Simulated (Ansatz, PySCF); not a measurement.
Molecule: methylidenesilane, CH4Si, net charge 0, singlet state. 
Coordinates optimised at B3LYP-D3(BJ)/def2-TZVP (Ansatz, a quantum-chemistry and plane-wave program):
```
Si
C 1 1.7009
H 2 1.0823 1 122.25
H 2 1.0823 3 115.51 1 180.00
H 1 1.4730 2 122.63 3 0.00
H 1 1.4730 5 114.74 2 -180.00
```

Quantity: atomisation energy (electronic, to ground-state atoms), in kcal/mol. Cores are frozen in the correlated levels unless marked. Open shells are spin-unrestricted. Spin-orbit coupling is left out. Non-relativistic. The coupled-cluster limit lacks core correlation, which all-electron functionals hold. Basis-set limits of correlation are two-point, X^-3; Hartree-Fock from the larger set.

```tsv
level	program	atomisation energy (kcal/mol)
HF-D3(BJ)/def2-TZVPD	PySCF + dftd3	360.6
PBE-D4/def2-TZVPD	Ansatz + dftd4	462.8
TPSS-D3(BJ)/def2-TZVPD	PySCF + dftd3	470.2
r2SCAN-D3(BJ)/def2-TZVPD	Ansatz + dftd3	460.6
```

Problem. What does CCSD(T)/CBS(cc-pV(T+d)Z,cc-pV(Q+d)Z) (Ansatz) give?

Solution. 461.5 kcal/mol
